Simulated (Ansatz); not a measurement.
A geometry optimisation of GeH7Si2 with B3LYP/6-31G*

The starting geometry of this gas-phase doublet was optimised with GFN2-xTB; its bonds are those of `[SiH3][SiH2][GeH2]`.

```xyz
10

Ge   -1.4695   -2.8990   -2.9625
Si    1.0087   -0.8235   -0.7682
Si   -0.6303   -0.7282   -2.4166
H     2.1447   -1.6332   -1.2099
H     0.4766   -1.4121    0.4616
H     1.5276    0.5050   -0.4266
H    -1.7770    0.1093   -2.0320
H    -0.1529   -0.1088   -3.6624
H    -0.1494   -3.7320   -3.1484
H    -1.7497   -3.5185   -1.5454
```

Task: Predict what it relaxes into with B3LYP/6-31G*.

Result: It keeps its bonds, and is `[SiH3][SiH2][GeH2]`.

The energy falls by 0.27 eV over 8 steps:

| step | E − E(last) (eV) |
| --- | --- |
| 1 | 0.274 |
| 2 | 0.054 |
| 3 | 0.015 |
| 4 | 0.006 |
| 5 | 0.001 |
| 6 | 0.000 |
| 7 | 0.000 |
| 8 | 0.000 |

Final geometry (Å):

```xyz
10

Ge   -1.3973   -2.9573   -2.8832
Si    1.0703   -0.7255   -0.7198
Si   -0.6014   -0.7488   -2.3842
H     2.2402   -1.5339   -1.1591
H     0.5415   -1.3074    0.5439
H     1.5327    0.6647   -0.4435
H    -1.7605    0.0789   -1.9440
H    -0.0686   -0.1476   -3.6401
H    -0.2818   -3.9003   -3.4245
H    -2.0460   -3.6640   -1.6559
```

Frequencies at the end are all real (lowest 86 cm⁻¹). Open shells are spin-unrestricted. Run with Ansatz 0.2.0, 38 s on 2 threads of Arm Neoverse V2 (shared host).
